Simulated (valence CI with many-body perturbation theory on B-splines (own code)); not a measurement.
## Which ion has this spectrum?

A relativistic CI+MBPT calculation for an atom or ion with 41 electrons gives these levels (eV):

```csv
J,Parity,E,g
5/2,even,0.000,1.29
5/2,even,25.017,1.34
7/2,even,30.305,1.17
3/2,even,30.970,1.16
11/2,even,31.429,1.10
9/2,even,33.417,1.14
5/2,even,34.875,1.13
1/2,even,36.279,1.78
7/2,even,36.821,1.07
3/2,even,44.183,0.80
5/2,even,54.928,1.31
7/2,even,58.775,1.21
11/2,even,59.488,1.09
9/2,even,60.146,1.15
```

The energies are calculated, and their last digits are not significant.

Which is it?
A. At44+
B. Tl40+
C. Hg39+
D. Pb41+

D. Pb41+, ground level (4d3/2^4 4d5/2) J=5/2.
